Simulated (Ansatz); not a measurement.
Frontier orbitals of C11H9F3O2 (`C=C(C(=O)OCc1ccccc1)C(F)(F)F`).

```xyz
25

C     0.8501   -2.8158    1.5446
C    -0.2761   -2.6207    0.8720
C    -0.8941   -1.2786    0.6919
O    -1.8626   -1.0802    0.0090
O    -0.2441   -0.3384    1.3812
C    -0.7226    1.0129    1.2258
C    -0.0577    1.6978    0.0730
C     1.1635    2.3389    0.2527
C     1.7985    2.9570   -0.8125
C     1.2139    2.9393   -2.0704
C    -0.0053    2.3044   -2.2574
C    -0.6391    1.6863   -1.1910
C    -1.0045   -3.7683    0.2203
F    -2.2523   -3.8818    0.6812
F    -1.0671   -3.6272   -1.1047
F    -0.3886   -4.9339    0.4627
H     1.2775   -3.8047    1.6469
H     1.3631   -1.9807    2.0021
H    -0.4689    1.4971    2.1684
H    -1.8054    0.9889    1.1043
H     1.6182    2.3564    1.2382
H     2.7483    3.4569   -0.6607
H     1.7074    3.4241   -2.9049
H    -0.4656    2.2910   -3.2386
H    -1.5863    1.1794   -1.3341
```

The species carries charge 0 and has multiplicity 1. All single points use the PBE0-D4/def2-TZVP geometry. It is one conformer, not always the lowest. Basis def2-TZVPP, Ansatz 0.2.0.

Orbital energies of one run (eV). Highest occupied ones, from the top: -9.64, -9.71, -10.96, -11.33, -11.48, -12.21, -12.77, -13.01, -13.37, -13.54, -14.20, -14.31, -14.43, -14.66. Empty: 0.35, 1.44, 1.67, 3.23, 3.66, 3.80.

Q: Which functional gave them?
A. LC-ωPBE
B. r2SCAN0
C. CAM-B3LYP
D. ωB97X-V

A: D. HOMO energies: ωB97X-V -9.64, LC-ωPBE -10.00, r2SCAN0 -7.62, CAM-B3LYP -8.70 eV.

LC-ωPBE has ω = 0.4 bohr⁻¹.
